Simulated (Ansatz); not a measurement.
This geometry of ClH3OSn + H2S (9 atoms, charge 0, multiplicity 1) is a first-order saddle point.

Method: RKS B3LYP/def2-SVP (Ansatz).

```xyz
9
Properties=species:S:1:pos:R:3
Sn 0.067 -0.177 -0.078
O 0.018 -0.239 2.061
H -0.802 -0.008 2.529
H 1.619 0.190 -0.699
H -0.983 1.197 -0.094
Cl -1.299 -1.672 -1.350
S 1.227 -2.512 1.142
H 0.110 -3.237 0.908
H 0.502 -1.413 2.046
```

Question: Which two structures does it join? (They come from a converged band through this point; their orientation in space is the band's.)

Answer: Bonds broken: Sn1–O2, S7–H9. Bonds formed: Sn1–S7, O2–H9. ClH3OSn + H2S becomes ClH3SSn + H2O.

Image 0:

```xyz
9
Properties=species:S:1:pos:R:3
Sn -0.159 0.268 -0.094
O -0.104 -0.067 1.878
H -0.970 0.028 2.301
H 1.454 0.153 -0.621
H -1.029 1.718 -0.392
Cl -1.459 -1.471 -1.058
S 1.492 -3.060 1.523
H 0.371 -3.463 0.882
H 0.861 -1.977 2.047
```

Image 8:

```xyz
9
Properties=species:S:1:pos:R:3
Sn -0.036 -0.633 -0.280
O 0.564 0.134 2.346
H -0.183 0.389 2.906
H 1.288 0.415 -0.496
H -1.538 -0.078 0.323
Cl -0.627 -1.315 -2.501
S 0.738 -2.696 0.823
H -0.479 -3.288 0.773
H 0.730 -0.799 2.571
```

Question: How far does it lie above each of them?

Answer: 0.55 eV above the first and 1.08 eV above the second. This is the barrier of this one path; another mechanism may lie lower. The orbitals stay closed-shell, which can raise the energy where a bond breaks towards radicals; this wasn't checked here.

Time of the run: 6.9 min on 2 threads of Arm Neoverse V1, on a shared host, peak memory 0.28 GiB.
